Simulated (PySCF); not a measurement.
Write Cartesian coordinates for `CN(C)c1ccncc1` as optimised with GFN2-xTB.

```
atom  x, y, z in Å
C1    -1.7187   -1.3456    0.4132
N2    -1.0925   -0.1648   -0.1274
C3    -1.8977    0.8007   -0.8331
C4     0.2467    0.0376    0.0286
C5     0.8932    1.1756   -0.4826
C6     2.2519    1.3236   -0.2944
N7     3.0182    0.4556    0.3482
C8     2.4145   -0.6184    0.8337
C9     1.0654   -0.8786    0.7100
H10   -1.5998   -1.3931    1.5002
H11   -1.2924   -2.2540   -0.0234
H12   -2.7823   -1.3285    0.1888
H13   -1.8643    1.7779   -0.3410
H14   -1.5564    0.9198   -1.8662
H15   -2.9321    0.4666   -0.8542
H16    0.3518    1.9363   -1.0193
H17    2.7636    2.1954   -0.6835
H18    3.0577   -1.3161    1.3558
H19    0.6633   -1.7807    1.1393
```

Any rigid rotation of these coordinates is as good. Atoms count from 1 in this order. The 6-membered ring C4–C5–C6–N7–C8–C9 has internal angles of 115.9° to 124.5° (sum 720°, against 720° for a flat polygon); it is planar, 0.00 Å rms from its mean plane, widest ring torsion 0°. The 4 C–C bonds span 1.380 Å (C8–C9, aromatic) to 1.405 Å (C4–C5, aromatic), a spread of 0.025 Å. The C–N distances run from 1.324 Å (N7–C8, aromatic) to 1.442 Å (N2–C3, drawn single), a spread of 0.118 Å. Of the pairs four or more bonds apart, H12···H15 is among the closest relative to their van der Waals radii: 2.08 Å, 87 % of the sum of Bondi's values.

Bonds between heavy atoms (Å): C1–N2 1.442, N2–C3 1.442, N2–C4 1.363, C4–C5 1.405, C5–C6 1.380, C6–N7 1.324, N7–C8 1.324, C8–C9 1.380, C4–C9 1.405.

Structure optimised with GFN2-xTB, isolated species.

Point group: C2v (every atom within 0.08 Å of its image). Whether it is a minimum is left open (no frequencies).

The numbers are calculated, not measured.
